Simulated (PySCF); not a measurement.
CBrF2, SMILES F[C](Br)F, multiplicity 2.

Geometry: r2SCAN-D4/def2-SVP. The isomer is the one that the SMILES or the coordinates give; other isomers of the formula were not compared.

Level of theory: PySCF 2.14.0 with r2SCAN-D4/def2-SVP.

Frequencies are harmonic and unscaled.

List the normal modes with their intensities. (An estimate is asked for; the answer gives what the named calculation found.)


```tsv
mode	ν (cm⁻¹)	IR (km/mol)	moving atoms (share of kinetic energy)
1	312	0.2	F 79 %, C 13 %, Br 8 %
2	325	1.7	F 60 %, Br 35 %
3	586	5.5	F 63 %, C 36 %
4	683	81.8	C 71 %, F 25 %
5	1175	380.8	C 62 %, F 38 %
6	1255	264.6	C 70 %, F 30 %
```
